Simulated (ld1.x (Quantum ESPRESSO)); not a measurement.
**Before and after: PAW potential for aluminium**

aluminium, PAW, made with ld1.x (Quantum ESPRESSO) 7.5 (PBE, scalar-relativistic). Core [Ne], reference 3s1 3p2. Waves: 3s (bound): rcut 1.20, rcutus 1.65 bohr; 3s channel at -0.25 Ry: rcut 1.20, rcutus 1.65 bohr; 3p (bound): rcut 2.55, rcutus 2.70 bohr; 3p channel at 1 Ry: rcut 2.55, rcutus 2.70 bohr; 3d channel at 0.3 Ry: rcut 2.30, rcutus 2.75 bohr. Local part: all-electron potential smoothed inside 2.15 bohr (lloc = -1). Core correction: Bessel-smoothed model core inside 1.00 bohr. Augmentation charge: PSQ, radius 1.25 bohr.

All-electron outer shells of the reference configuration (PBE, scalar-relativistic, ld1.x):

| shell | level (eV) | outermost node (bohr) | outermost maximum (bohr) |
| --- | --- | --- | --- |
| 2s | -109.98 | 0.16 | 0.50 |
| 2p | -71.45 | – | 0.43 |
| 3s | -8.57 | 0.80 | 2.06 |
| 3p | -3.34 | 0.81 | 2.58 |

Change: waves 3s (bound): rcut 1.20, rcutus 2.26 bohr; 3s channel at -0.25 Ry: rcut 1.20, rcutus 2.26 bohr.

Cutoffs: the cutoffs (Ry, on a coarse ladder) from which the occupation-weighted sum of valence levels, in a spherical-Bessel basis at the reference potential, stays within 10 and 1 mRy of its value at 400 Ry; they do not see the model core or the augmentation charge, which bear on the density cutoff. Errors are all-electron minus pseudo energies relative to the spin-unpolarised reference configuration.

Predict the effect on cutoff, ghosts and configuration errors.

The potential gets softer (8 Ry and 15 Ry → 6 Ry and 8 Ry); the errors of the 7 common tests hardly move; neither file shows a bound ghost. A larger radius leaves more room for a smooth pseudo-wave, so fewer plane waves are needed.

| quantity | base | changed |
| --- | --- | --- |
| cutoff, loose | 8 Ry | 6 Ry |
| cutoff, tight | 15 Ry | 8 Ry |
| loose cutoff by channel (10 mRy a level) | s 8 Ry, p 6 Ry | s 6 Ry, p 6 Ry |
| bound ghosts | none | none |
| error for 3s2 3p1, meV [ΔE -5.14 eV] | -1.1 | -1.0 |
| error for 3s2 3p0, meV [ΔE 0.62 eV] | -0.5 | -0.4 |
| error for 3s1 3p0, meV [ΔE 19.85 eV] | -11 | -11 |
| error for 3s1 3p1, meV [ΔE 6.43 eV] | -0.9 | -0.9 |
| error for 3s0 3p3, meV [ΔE 5.31 eV] | -1.1 | -1.1 |
| error for 3s2 3p1.3, meV [ΔE -5.71 eV] | -1.1 | -1.0 |
| error for 3s2 3p0.5, meV [ΔE -3.05 eV] | -0.8 | -0.7 |
| s: phases at 3.02 bohr within 0.05 rad from the reference energy up to (Ry; the scan ends near 5) | 1.4 | 2.1 |
| p: phases at 3.02 bohr within 0.05 rad from the reference energy up to (Ry; the scan ends near 5) | 2.7 | 2.7 |
| d: phases at 3.02 bohr within 0.05 rad from the reference energy up to (Ry; the scan ends near 5) | 2.5 | 2.5 |
| lowest overlap eigenvalue by channel | s 0.56, p 0.81, d 1.00 | s 0.46, p 0.81, d 1.00 |
